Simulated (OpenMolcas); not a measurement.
Mn4+ among 5 point charges of -2.5 e arranged as a trigonal bipyramid (D3h), 2.12 Å from the ion, with the axial distance 2.268 Å.
```
   2.1200    0.0000    0.0000  -2.50
  -1.0600    1.8360    0.0000  -2.50
  -1.0600   -1.8360    0.0000  -2.50
   0.0000    0.0000    2.2684  -2.50
   0.0000    0.0000   -2.2684  -2.50
```

```yaml
Program: OpenMolcas 26.06
Method: CASSCF
Basis: ANO-RCC-VTZP [6s5p3d2f1g]
Scalar_Hamiltonian: DKH2, point nucleus
Active_space: 3 electrons in 5 orbitals (3d)
State_averaging: 2S+1 = 4 even, 10 roots; 2S+1 = 2 even, 40 roots
Spin-orbit_coupling: state interaction with AMFI integrals over the reference wave functions
```

Task: What is the spin-free ground state (labels of D3, the rotations of D3h)?

Result: 4E, 2-fold in its orbital part, 100 % from free-ion F terms; it has the highest spin that d3 allows.

Task: Where is the first state of the same spin?

Result: 4E at 1210 cm-1 above the ground state.

Task: What are the lowest two levels with spin-orbit coupling?

Result: A 2-fold level E1/2 with g = 0.15, 0.15, 1.88, then a 2-fold level E3/2 191.0 cm-1 above it. Their leading multiplicities are 4 (100 %) and 4 (100 %).

Task: What is χT at 300 K, and how does it compare with the textbook value?

Result: The lowest level has 2S+1 = 4, for which the spin-only value is χT = S(S+1) / 2 = 1.875 cm3 K/mol (g = 2). The computed 0.834 at 300 K differs by -1.041, through orbital momentum, spin-orbit coupling and any other state in reach.

An orbital doublet at a regular site is open to a Jahn-Teller distortion, which this geometry leaves out. Without dynamic correlation the repulsion within the d shell is too large (B by tens of per cent), so at a given field states of lower spin stand too high. The ground term spreads over less than 5000 cm-1, several times less than with real ligands, so orbital moments are less quenched and χT lies further from the spin-only value than at real sites. Point charges carry no covalency, so the field is a model and not that of real ligands. No measured value stands beside these numbers.
